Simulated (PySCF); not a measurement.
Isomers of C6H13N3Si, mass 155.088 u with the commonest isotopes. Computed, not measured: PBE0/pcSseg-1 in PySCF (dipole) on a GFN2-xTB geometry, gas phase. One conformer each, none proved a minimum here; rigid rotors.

Question: Order these by rotational constant C, smallest first.
A. `CC(C)(C)n1ncc([SiH3])n1`
B. `c1nnn(c1[SiH3])C(C)(C)C`
C. `[CH3:1][CH2:2][C@H:3]([CH3:4])[n:5]1[n:6][cH:7][c:8]([SiH3:9])[n:10]1` with C1–C2–C3–C4 -176°, C2–C3–N5–N6 -121°
D. `[CH3:1][CH2:2][c:3]1[cH:4][n:5][n:6]([SiH:7]([CH3:8])[CH3:9])[n:10]1` with C1–C2–C3–C4 78°, N5–N6–Si7–C8 94°
E. `[CH3:1][CH2:2][CH2:3][n:4]1[n:5][n:6][c:7]([CH3:8])[c:9]1[SiH3:10]` with C1–C2–C3–N4 180°, C2–C3–N4–N5 106°

Answer: D (563.5 MHz), E (579.4 MHz), A (593.5 MHz), C (630.3 MHz), B (743.5 MHz).

Question: Order these by rotational constant B, largest first.
A. `[CH3:1][CH2:2][CH2:3][n:4]1[n:5][n:6][c:7]([CH3:8])[c:9]1[SiH3:10]` with C1–C2–C3–N4 180°, C2–C3–N4–N5 106°
B. `[CH3:1][CH2:2][c:3]1[cH:4][n:5][n:6]([SiH:7]([CH3:8])[CH3:9])[n:10]1` with C1–C2–C3–C4 78°, N5–N6–Si7–C8 94°
C. `CC(C)(C)n1ncc([SiH3])n1`
D. `CC(C)(C)n1nncc1[SiH3]`

Answer: D (1114 MHz), A (788.4 MHz), C (655.8 MHz), B (620.9 MHz).

Question: Order these by dipole moment, smallest first.
A. `[CH3:1][CH2:2][c:3]1[cH:4][n:5][n:6]([SiH:7]([CH3:8])[CH3:9])[n:10]1` with C1–C2–C3–C4 78°, N5–N6–Si7–C8 94°
B. `CC(C)(C)n1nncc1[SiH3]`
C. `CC(C)(C)n1ncc([SiH3])n1`

Answer: A (0.87 D), C (1.06 D), B (4.17 D).

```
                   SMILES  point group  Ia (u·Å²)  Ib (u·Å²)  Ic (u·Å²)      κ  μa (D)  μb (D)  μc (D)
    CC(C)(C)n1nncc1[SiH3]           C1     343.33     453.54     679.70   0.02    0.34    4.15    0.02
      CCCn1nnc(C)c1[SiH3]           C1     289.77     640.99     872.20  -0.64    2.17    3.50    0.07
  CC(C)(C)n1ncc([SiH3])n1           C1     197.44     770.64     851.58  -0.94    1.04    0.18    0.07
CC[C@H](C)n1ncc([SiH3])n1           C1     252.63     784.35     801.76  -0.98    0.96    0.07    0.29
     CCc1cnn([SiH](C)C)n1           C1     217.27     813.96     896.85  -0.93    0.09    0.69    0.53
```
